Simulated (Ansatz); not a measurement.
Harmonic frequencies (cm⁻¹) at PBE0-D4/def2-TZVP from Ansatz: 250, 386, 416, 502, 645, 675, 963, 989, 1047, 1083, 1156, 1184, 1222, 1274, 1425, 1515, 1567, 3029, 3074, 3683, 3688.

**Question.** Which molecule is it?
A. `NC1(F)BN1`
B. `N/C=N/BF`
C. `FB1NCN1`
D. `BNC(=N)F`

**Answer.** C.
